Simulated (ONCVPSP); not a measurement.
## Scattering properties, ONCV potential for Ga

ONCVPSP 4.0.1 input, shortened (lines: element, Z, core and valence counts, functional; n l f; lmax; l rc ep ncon nbas qcut; lloc lpopt rc5 dvloc0; l nproj debl; icmod fcfact rcfact), PBEsol, scalar-relativistic:

```
  Ga 31.00    3    4  -116133      upf
    1    0    2.00
    2    0    2.00
    2    1    6.00
    3    0    2.00
    3    1    6.00
    3    2   10.00
    4    0    2.00
    2
    0    1.25    0.00    4    7   12.40
    1    0.95    0.00    4    7   17.90
    2    1.25    0.00    4    8   10.60
    4    5    0.85    0.00
    0    2    0.70
    1    3    1.00
    2    1    3.40
    3    1.75    1.45
```

In the p channel the program set the typed energies aside and used -3.932, 0.250, 1.250 Ha.

The phase is arctan(r·R′/R) of the radial function R(r), unwrapped; energies in Ha, scanned from -7 to 5 Ha. A pole is an energy at which the radial function vanishes at the test radius. The pseudo phase is shifted by a multiple of π to meet the all-electron one at the reference energy, and phase errors are pseudo minus all-electron; the curves can meet again beyond the range given. Levels narrower than the energy grid can be missing from the lists of poles.

```tsv
channel	radius (bohr)	reference energy (Ha)	poles, all-electron	poles, pseudo	unbroken range about the reference energy with phases within 0.05 rad	phase error 1 Ha above the reference energy (rad)
s	1.27	-0.60	-5.39	-5.39	the whole range	-0.000
p	0.97	-3.93	-1.83	-1.83	the whole range	+0.000
d	1.27	-1.01	-0.32	-0.29	below 0.9	+0.015
```

Phases in the d channel:

```json
{"E (Ha)": "-6.96", "all-electron": "1.292", "pseudo": "1.293"}
{"E (Ha)": "-6.64", "all-electron": "1.282", "pseudo": "1.284"}
{"E (Ha)": "-6.32", "all-electron": "1.272", "pseudo": "1.274"}
{"E (Ha)": "-6.00", "all-electron": "1.260", "pseudo": "1.263"}
{"E (Ha)": "-5.68", "all-electron": "1.247", "pseudo": "1.250"}
{"E (Ha)": "-5.36", "all-electron": "1.233", "pseudo": "1.236"}
{"E (Ha)": "-5.04", "all-electron": "1.216", "pseudo": "1.219"}
{"E (Ha)": "-4.72", "all-electron": "1.196", "pseudo": "1.200"}
{"E (Ha)": "-4.40", "all-electron": "1.173", "pseudo": "1.178"}
{"E (Ha)": "-4.08", "all-electron": "1.145", "pseudo": "1.151"}
{"E (Ha)": "-3.76", "all-electron": "1.110", "pseudo": "1.117"}
{"E (Ha)": "-3.44", "all-electron": "1.065", "pseudo": "1.074"}
{"E (Ha)": "-3.12", "all-electron": "1.006", "pseudo": "1.017"}
{"E (Ha)": "-2.80", "all-electron": "0.922", "pseudo": "0.936"}
{"E (Ha)": "-2.48", "all-electron": "0.793", "pseudo": "0.812"}
{"E (Ha)": "-2.16", "all-electron": "0.576", "pseudo": "0.601"}
{"E (Ha)": "-1.84", "all-electron": "0.179", "pseudo": "0.208"}
{"E (Ha)": "-1.52", "all-electron": "-0.438", "pseudo": "-0.422"}
{"E (Ha)": "-1.20", "all-electron": "-0.980", "pseudo": "-0.979"}
{"E (Ha)": "-0.88", "all-electron": "-1.294", "pseudo": "-1.293"}
{"E (Ha)": "-0.56", "all-electron": "-1.476", "pseudo": "-1.471"}
{"E (Ha)": "-0.24", "all-electron": "-1.596", "pseudo": "-1.586"}
{"E (Ha)": "0.08", "all-electron": "-1.687", "pseudo": "-1.670"}
{"E (Ha)": "0.40", "all-electron": "-1.765", "pseudo": "-1.738"}
{"E (Ha)": "0.72", "all-electron": "-1.838", "pseudo": "-1.799"}
{"E (Ha)": "1.04", "all-electron": "-1.913", "pseudo": "-1.858"}
{"E (Ha)": "1.36", "all-electron": "-1.996", "pseudo": "-1.918"}
{"E (Ha)": "1.68", "all-electron": "-2.096", "pseudo": "-1.982"}
{"E (Ha)": "2.00", "all-electron": "-2.222", "pseudo": "-2.056"}
{"E (Ha)": "2.32", "all-electron": "-2.389", "pseudo": "-2.144"}
{"E (Ha)": "2.64", "all-electron": "-2.616", "pseudo": "-2.252"}
{"E (Ha)": "2.96", "all-electron": "-2.911", "pseudo": "-2.387"}
{"E (Ha)": "3.28", "all-electron": "-3.252", "pseudo": "-2.561"}
{"E (Ha)": "3.60", "all-electron": "-3.573", "pseudo": "-2.778"}
{"E (Ha)": "3.92", "all-electron": "-3.829", "pseudo": "-3.035"}
{"E (Ha)": "4.24", "all-electron": "-4.017", "pseudo": "-3.306"}
{"E (Ha)": "4.56", "all-electron": "-4.153", "pseudo": "-3.558"}
{"E (Ha)": "4.88", "all-electron": "-4.254", "pseudo": "-3.768"}
```
